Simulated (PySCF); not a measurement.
AlCl, singlet, at a GFN2-xTB geometry (such geometries of metal compounds can be far from the true shape). Base run: PySCF with PBE/STO-3G.

The PySCF input:
```python
from pyscf import gto, scf, dft

mol = gto.M(
    atom='''
Al   -0.000000   -0.000000   -1.154140
Cl    0.000000    0.000000    0.882577
''',
    basis='sto-3g',
    charge=0,
    spin=0,
    verbose=4,
)

mf = dft.RKS(mol)
mf.xc = 'pbe'
mf.kernel()
mf.analyze()
```

Variants of this job, named by their change:

| change | ΔE vs base (µEh) | SCF cycles | outcome |
|---|---|---|---|
| base | 0.0 | 7 | converged |
| conv_tol = 1e-6 | 0.0 | 6 | converged |
| conv_tol_grad = 1e-3 | 0.0 | 7 | converged |
| diis_space = 4 | 0.0 | 7 | converged |
| diis_space = 2 | 0.0 | 10 | converged |
| solver = newton; init_guess = 1e | 0.0 | - | converged |
| diis = off (with mf.max_cycle = 100) | - | 100 | not converged |
| init_guess = mod_huckel | 0.0 | 8 | converged |
| solver = newton | 0.0 | - | converged |
| level_shift = 0.1 (with mf.max_cycle = 100) | 0.0 | 8 | converged |
| level_shift = 0.3 (with mf.max_cycle = 100) | 0.0 | 12 | converged |
| diis_space = 12 | 0.0 | 7 | converged |
| DIIS = EDIIS | - | 50 | not converged |
